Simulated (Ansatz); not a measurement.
```xyz
2

Ge   -0.806    0.265    0.652
Se    0.806   -0.265   -0.652
```

Total charge 0; spin multiplicity 1.

(1) List the r2SCAN/def2-TZVPP orbital energies in eV (Ansatz 0.2.0). (Estimate.)

Answers

(1) Computed: Occupied: -12333.99, -10835.10, -1574.66, -1411.87, -1411.87, -1411.86, -1350.18, -1200.25, -1200.25, -1200.18, -210.76, -168.28, -154.11, -154.11, -154.09, -118.04, -118.04, -117.81, -54.47, -54.46, -54.46, -54.45, -54.45, -31.29, -31.29, -31.15, -31.13, -31.13, -17.73, -11.76, -6.93, -6.91, -6.91. Lowest empty: -3.13, -3.13, 0.77, 4.10, 4.56, 4.56, 5.15, 5.15.
